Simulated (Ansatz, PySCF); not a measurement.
Process, species as SMILES: NC1CCC1 -> N[C]1CCC1 + H atom (the C-H bond at the site shown breaks; other sites are not compared here)
Geometries: B3LYP-D3(BJ)/def2-TZVP minima from Ansatz (an electronic-structure program), one conformer each, not searched for the lowest.
Geometry of the first species:
```
C
H 1 1.0993
N 1 1.4551 2 113.56
H 3 1.0149 1 110.51 2 58.97
H 3 1.0149 4 106.76 1 120.23
C 1 1.5449 2 109.58 3 132.19
H 6 1.0901 1 117.93 2 -29.91
H 6 1.0907 7 109.38 1 126.45
C 1 1.5449 2 109.58 3 -132.19
H 9 1.0901 1 117.93 2 29.91
H 9 1.0907 10 109.38 1 -126.45
C 9 1.5490 10 118.20 11 -129.09
H 12 1.0889 9 117.43 10 99.85
H 12 1.0904 13 108.60 9 128.33
```

Property: bond dissociation energy (enthalpy at 298 K, with B3LYP-D3(BJ) rigid-rotor harmonic-oscillator terms from PySCF), in kcal/mol. Cores are frozen in the correlated levels unless marked. UHF or UKS for open shells. Spin-orbit coupling is left out. Non-relativistic. CBS(X,Y): correlation extrapolated as X^-3; Hartree-Fock from the larger set. [CCSD(T)-MP2]/basis is that difference in the basis named.

RI-MP2/CBS(cc-pVTZ,cc-pVQZ)+[CCSD(T)-MP2]/cc-pVTZ (Ansatz) gives 93.2 kcal/mol.

Task: Another calculation gave 82.5 kcal/mol. Which level was it?
A) SVWN5/def2-TZVPD (Ansatz)
B) revPBE/def2-TZVPD (Ansatz)
C) r2SCANh/def2-TZVPD (Ansatz)
D) PBE-QIDH/def2-TZVPD (Ansatz)

Result: B, revPBE/def2-TZVPD (Ansatz). The others give 88.4 (PBE-QIDH), 85.3 (r2SCANh), 94.5 (SVWN5) kcal/mol.
